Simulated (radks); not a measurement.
The numbers below are computed, except where a source is named.
Q: Species: Xe20+. Configuration: [Ar] 3d10 4s1.5 4p4 4f0.5 (fractional occupations, a model configuration). Level of theory: Dirac Kohn-Sham, PBEsol, spin-unpolarised, spherical densities, point nucleus; open shells fill j = l - 1/2 first (a radial shooting solver on a logarithmic mesh with Libxc functionals).

Spin-orbit splittings of the eigenvalues, e(l+1/2) - e(l-1/2), with zeta = 2 splitting/(2l+1) and mean radii in bohr:

shell  occ.  splitting (eV)  zeta (eV)  <r> j=l-1/2  <r> j=l+1/2
2p        6           325.0      216.7      0.09612       0.1019
3p        6           63.20      42.14       0.2930       0.3042
3d       10           13.56      5.424       0.2737       0.2773
4p        4           16.74      11.16       0.6605       0.6782
4f      0.5               ?          ?       0.6942       0.6959

Estimate the 4f splitting.

A: 0.6282 eV (zeta = 0.1795 eV).
